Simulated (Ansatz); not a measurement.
Calculated with Ansatz (gas phase, PBE0-D4/def2-TZVP geometries, no zero-point term in ΔE). CBS: MP2 limit from def2 TZ/QZ plus the TZ coupled-cluster correction, frozen cores. This one scheme is used for every species. Functionals use def2-TZVPP. For Ga outer-core shells are correlated without core-valence functions, which leaves a few kJ/mol of doubt a bond. Scalar relativity is left out up to krypton.

Reaction (cleavage of the Ga–Al bond): `[CH3][Al]([CH3])[GaH2]` + HCl → `[Cl][GaH2]` + `[CH3][AlH][CH3]`

`[CH3][Al]([CH3])[GaH2]`:

Z-matrix (Å, degrees):
```
C
Al 1 1.962
H 1 1.092 2 114.5
H 1 1.096 2 110.6 3 122.3
H 1 1.097 2 109.6 3 -120.8
C 2 1.962 1 117.9 3 -171.0
Ga 2 2.525 1 121.5 3 8.1
H 6 1.093 2 113.6 1 -152.5
H 6 1.094 2 111.9 1 -29.5
H 6 1.097 2 109.2 1 88.5
H 7 1.585 2 123.7 1 -90.2
H 7 1.585 2 123.7 1 89.7
```

HCl:

Cartesian coordinates in Å:
```
Cl 0.240 0.525 0.275
H -0.240 -0.525 -0.275
```

`[Cl][GaH2]`:

Z-matrix (Å, degrees):
```
Ga
Cl 1 2.149
H 1 1.556 2 115.2
H 1 1.556 2 115.2 3 -180.0
```

`[CH3][AlH][CH3]`:

Z-matrix (Å, degrees):
```
C
Al 1 1.954
H 1 1.092 2 113.4
H 1 1.095 2 111.1 3 121.8
H 1 1.096 2 110.4 3 -120.9
C 2 1.954 1 121.2 3 -176.1
H 2 1.595 1 120.2 3 4.5
H 6 1.096 2 110.5 1 -117.3
H 6 1.093 2 113.4 1 3.7
H 6 1.095 2 111.0 1 125.4
```

CCSD(T)/CBS gives -107.0 kJ/mol.

(1) Another level gave -116.9 kJ/mol. Which?
A. PBE-QIDH/def2-TZVPP
B. LDA (SPW92)/def2-TZVPP
C. BHLYP-D4/def2-TZVPP
D. CCSD(T)/def2-TZVPP

Largest T1 diagnostic among the species: 0.012.

Answers

(1) C. BHLYP-D4 -116.9, PBE-QIDH -112.4, CCSD(T)/def2-TZVPP -107.0, LDA (SPW92) -96.7 kJ/mol.

The D4 term adds +3.2 kJ/mol with B3LYP and +2.2 kJ/mol with PBE0; it sums over pairs of atoms, weighted by their polarisabilities, and B3LYP, whose exchange is more repulsive, gets the larger term. From BLYP to BHLYP (50 % exact exchange), in def2-TZVPP and without D4, ΔE moves by −12.9 kJ/mol. In def2-TZVPP, CCSD(T) changes the Hartree–Fock value by +27.3 kJ/mol (the triples alone add +1.9 kJ/mol) and MP2 by +18.6 kJ/mol.

CCSD(T)/CBS has its own doubt, a few kJ/mol and more with outer-core shells, so smaller differences from it don't rank the levels.

B3LYP here is the variant with VWN-RPA as its local correlation; programs differ in this.
